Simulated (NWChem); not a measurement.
Molecule: AlSiH5; SMILES [SiH3][AlH2]

```xyz
7

Al     0.0100     1.3145    -0.0058
H     -1.3834     2.1095     0.0137
H      1.3793     2.1497     0.0190
Si     0.0183    -1.1484    -0.0299
H     -0.2794    -1.6692     1.3582
H      1.3414    -1.7367    -0.4507
H     -1.0470    -1.7080    -0.9408
```
Atoms are numbered in this order, from 1.

Program: NWChem. The geometry was optimised at PBE-D3(BJ)/def2-SVP. Vzz is the largest principal value of the second derivative of the potential at the nucleus (NWChem prints the opposite sign); η is the asymmetry. Non-relativistic.

For level Hartree-Fock/cc-pVTZ:

* **Vzz Al1 (a.u.)**: 1.453

Question: Estimate the same quantities for level B3LYP/def2-TZVP.

Answer: 
| Quantity | Value |
|---|---|
| Vzz Al1 (a.u.) | 1.485 |
